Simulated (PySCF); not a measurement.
A GIAO shielding run with PySCF 2.14.0 with density-fitted response routines (density fitting, non-relativistic, gas phase) on SMILES [Cl][Zn-2]([Cl])([Cl])[Cl], [Cl₄Zn]2-:

```
{"job": {"kind": "nmr", "xc": "PBE0", "basis": {"default": "pcSseg-1", "Zn": "pcSseg-2"}}, "charge": -2, "multiplicity": 1}
Zn    -0.005610     0.000562     0.005898
Cl    -0.007258    -0.027820     2.347107
Cl     2.197745     0.008687    -0.761999
Cl    -1.098214     1.921479    -0.768962
Cl    -1.086653    -1.902908    -0.822044
```

Hardware: 1 thread of an Arm Neoverse V1, shared host. The job also computes population analyses, field gradients.

(1) How large is the calculation?

(2) How long does it take?

(3) And these other runs on the same molecule and hardware: GIAO shielding at B3LYP/pcSseg-1 (pcSseg-2 on Zn); GIAO shielding at PBE/pcSseg-1 (pcSseg-2 on Zn)?

Results:

(1) 100 electrons, 169 basis functions and 899 auxiliary functions.

(2) 21 s of wall time, with 11 SCF cycles and 4 response iterations. Times on a shared host scatter by some tens of per cent.

(3) B3LYP/pcSseg-1 (pcSseg-2 on Zn): 169 functions, 14 s; PBE/pcSseg-1 (pcSseg-2 on Zn): 169 functions, 18 s.
